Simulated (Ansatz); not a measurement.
`B[SiH2][GeH2][SiH3]` → `[BH2]`• + `[SiH2][GeH2][SiH3]`• at 600 K and 1 bar (homolysis of the B–Si bond).

Isolated molecules relaxed with PBE0-D4/def2-TZVP in Ansatz; ΔE leaves out vibrations. CBS: MP2 limit from def2 TZ/QZ plus the TZ coupled-cluster correction, frozen cores. This one scheme is used for every species. Open shells (•) are unrestricted, without spin–orbit coupling. For Ge outer-core shells are correlated without core-valence functions, which leaves a few kJ/mol of doubt a bond. Scalar relativity is left out up to krypton. Each species was taken in one conformer, which may not be the lowest.

```tsv
species	CCSD(T)/CBS energy (Eh)	H − E (kJ/mol)	S (J/(mol·K))
`B[SiH2][GeH2][SiH3]`	-2684.43718	286.3	537.3
`[BH2]`•	-25.87431	59.1	219.9
`[SiH2][GeH2][SiH3]`•	-2658.41969	211.7	469.0
```

H − E and S are ideal-gas, rigid-rotor, harmonic terms from PBE0-D4/def2-TZVP, for one conformer and one mirror image of each species, with the whole ground term of open shells counted as degenerate. 1 Eh = 2625.50 kJ/mol, R = 8.31446 J/(mol·K).

Task: By hand: ΔE, ΔH, ΔS and ΔG.

Result: ΔE = (-25.87431) + (-2658.41969) − (-2684.43718) = 0.14318 Eh = 375.9 kJ/mol. Δ(H − E) = 59.1 + 211.7 − 286.3 = -15.5, so ΔH = 360.4 kJ/mol. ΔS = 219.9 + 469.0 − 537.3 = 151.6 J/(mol·K). ΔG = 360.4 − 600 × (151.6)/1000 = 269.4 kJ/mol.

Task: By hand: the equilibrium constant, and the temperature at which ΔG would vanish if ΔH and ΔS stayed fixed.

Result: log₁₀ K = −ΔG/(RT ln 10) = -23.5. ΔG = 0 at ΔH/ΔS = 2377 K.

The number of gas molecules changes by +1, which sets the sign of ΔS. A doubt of 5 kJ/mol in ΔE shifts log₁₀ K by 0.4 here. Other conformers and mirror images would add mixing entropy, several J/(mol·K) or more a flexible species. Modes under 60 cm⁻¹, often nearly free rotors, make the harmonic entropy too high. These are equilibria of isolated gas molecules and say nothing of rates. Largest T1 diagnostic: 0.013 (customary marks: 0.02 for closed shells, 0.045 for open ones).
